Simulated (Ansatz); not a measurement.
Reactions of `C[Se][SiH](F)Cl`.

Calculated with Ansatz (gas phase, PBE0-D4/def2-TZVP geometries, no zero-point term in ΔE). CBS: MP2 limit from def2 TZ/QZ plus the TZ coupled-cluster correction, frozen cores. This one scheme is used for every species. DFT in def2-TZVPP. B3LYP here is the variant with VWN-RPA as its local correlation; programs differ in this. For Ge, Se outer-core shells are correlated without core-valence functions, which leaves a few kJ/mol of doubt a bond. Scalar relativity is left out up to krypton. One conformer a species, not always the lowest.

```
                                                                               reaction  B3LYP-D4 (kcal/mol)  CCSD/CBS(def2) (kcal/mol)  B2PLYP (kcal/mol)  CCSD(T)/CBS(def2) (kcal/mol)
                        `C[Se][SiH](F)Cl` + `CSB(F)Cl` → `C[Se]B(F)Cl` + `CS[SiH](F)Cl`                  1.4                        1.1                1.3                           0.9
                                       `C[Se][SiH](F)Cl` + PH₃ → `C[Se]P` + `F[SiH2]Cl`                 10.3                       10.6                9.6                          10.8
                                     `C[Se][SiH](F)Cl` + `BF` → `C[Se]BF` + `F[SiH2]Cl`                 -2.7                       -2.8               -4.2                          -2.9
`C[Se][SiH](F)Cl` + `O[Si](O)(Cl)[SiH2]Cl` → `O[Si](O)(Cl)[SiH](F)Cl` + `C[Se][SiH2]Cl`                  0.9                        1.3                1.0                           1.3
        `C[Se][SiH](F)Cl` + `O[SiH2][GeH2][F]` → `C[Se][GeH2][F]` + `O[SiH2][SiH](F)Cl`                  4.1                        4.6                4.0                           4.8
```

Largest T1 diagnostic: 0.013, for `BF`.
